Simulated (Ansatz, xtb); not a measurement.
## FGeH2NSn: where a starting geometry ends

The starting geometry of this gas-phase singlet was built from a drawn formula by distance geometry and a force field; its bonds are those of `[H]/[N]=[SnH]/[Ge][F]`.

```yaml
atoms:
  - { symbol: F, position_ang: [3.4885, -3.4994, 1.4601] }
  - { symbol: Ge, position_ang: [3.9260, -1.8199, 1.8120] }
  - { symbol: N, position_ang: [1.0653, -0.1528, -0.2048] }
  - { symbol: Sn, position_ang: [1.9154, -0.2729, 1.4563] }
  - { symbol: H, position_ang: [0.2578, 0.4715, -0.3610] }
  - { symbol: H, position_ang: [1.2986, 0.7229, 2.7958] }
```

Where would you expect an optimisation with r2SCAN-D4/def2-SVP to take it?

It keeps its bonds, and is `[H]/[N]=[SnH]/[Ge][F]`.

The energy falls by 0.44 eV over 20 steps:

```csv
step,E − E(last) (eV)
1,0.441
3,0.102
5,0.069
7,0.031
9,0.017
12,0.004
14,0.002
16,0.001
18,0.000
20,0.000
```

Final geometry (Å):

| atom | x (Å) | y (Å) | z (Å) |
| --- | --- | --- | --- |
| F | 3.5648 | -3.0535 | 0.8233 |
| Ge | 3.7379 | -2.1357 | 2.3088 |
| N | 1.0027 | -0.4636 | -0.1506 |
| Sn | 1.8705 | -0.2781 | 1.5906 |
| H | 0.3343 | 0.3207 | -0.2529 |
| H | 1.4414 | 1.0595 | 2.6392 |

From the same start GFN2-xTB ends elsewhere, differing in Ge2–N3 (1.83 against 4.04 Å here), Ge2–Sn4 (3.59 against 2.73 Å here).

The end wasn't checked by frequencies. Atoms past krypton carry core potentials, without spin–orbit terms. Run with Ansatz 0.2.0, 91 s on 1 thread of Intel(R) Xeon(R) Platinum 8259CL CPU @ 2.50GHz (Skylake/Cascade Lake), with other jobs on the host.
